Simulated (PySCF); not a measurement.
Cost of one run: spin–spin coupling job, `[O]=[V]([O-])([O-])[O][V](=[O])([O-])[O-]`.

Method: B3LYP/pcJ-1 V:pcSseg-1 indirect spin-spin coupling, non-relativistic, gas phase (PySCF 2.14.0, density-fitted response routines). Geometry: GFN2-xTB. Work: spin–spin couplings from 7 perturbed nuclei, density fitting. A driver script takes a list of jobs; this job's settings line and coordinates (Å) are shown.

Input:
```
{"job": {"kind": "j", "xc": "B3LYP", "basis": "pcJ-1"}, "charge": -4, "multiplicity": 1}
O     -2.684073     0.487598    -0.971467
V     -1.599761     0.820155     0.208895
O     -1.502796     2.453744     0.243835
O     -2.356667     0.413457     1.602172
O      0.001696     0.000876    -0.019286
V      1.602684    -0.818808    -0.246893
O      1.480381    -2.406142    -0.627622
O      2.558789    -0.776729     1.081225
O      2.513308    -0.168157    -1.441561
```

Hardware: one thread, x86-64 server (shared host).

**Question.** How large is the basis?

**Answer.** 279 functions for 106 electrons, with 1234 fitting functions; the fitted three-index integrals, 1234 × 279 × 280/2 numbers of 8 bytes, come to 370 MiB.

**Question.** Estimate the wall time.

**Answer.** About 1.7 min. The SCF took 16 cycles.

The SCF part of the output:
```
coarse grid: 51384 points
cycle   1  E = -2413.0301852933  dE =  1.343e+00  |g| = 2.557e+00  |ddm| = 3.690e+00
cycle   2  E = -2398.6615468621  dE =  1.437e+01  |g| = 1.040e+01  |ddm| = 3.058e+01
cycle   3  E = -2413.5105915103  dE = -1.485e+01  |g| = 1.787e+00  |ddm| = 2.938e+01
cycle   4  E = -2413.9356877149  dE = -4.251e-01  |g| = 1.024e+00  |ddm| = 1.897e+00
cycle   5  E = -2414.0913787647  dE = -1.557e-01  |g| = 3.458e-01  |ddm| = 5.092e-01
cycle   6  E = -2414.1091596572  dE = -1.778e-02  |g| = 8.115e-02  |ddm| = 2.314e-01
cycle   7  E = -2414.1103397273  dE = -1.180e-03  |g| = 9.381e-03  |ddm| = 6.360e-02
cycle   8  E = -2414.1103490314  dE = -9.304e-06  |g| = 5.957e-03  |ddm| = 6.219e-03
cycle   9  E = -2414.1103523065  dE = -3.275e-06  |g| = 3.882e-03  |ddm| = 3.491e-03
cycle  10  E = -2414.1103546278  dE = -2.321e-06  |g| = 4.976e-04  |ddm| = 1.623e-03
final grid: 105040 points
cycle  11  E = -2414.1105171168  dE =  3.768e-07  |g| = 1.881e-03  |ddm| = 1.524e-03
cycle  12  E = -2414.1105081599  dE =  8.957e-06  |g| = 7.839e-03  |ddm| = 3.777e-03
cycle  13  E = -2414.1105175825  dE = -9.423e-06  |g| = 7.051e-04  |ddm| = 3.061e-03
cycle  14  E = -2414.1105176730  dE = -9.052e-08  |g| = 3.802e-05  |ddm| = 3.915e-04
cycle  15  E = -2414.1105176729  dE =  1.251e-10  |g| = 4.679e-05  |ddm| = 4.838e-05
cycle  16  E = -2414.1105176733  dE = -4.015e-10  |g| = 6.807e-06  |ddm| = 2.815e-05
converged SCF energy = -2414.1105176733
```

On the final grid dE counts from the start density on that grid.

Other jobs ran on the host; a repeat could differ by tens of per cent or more.
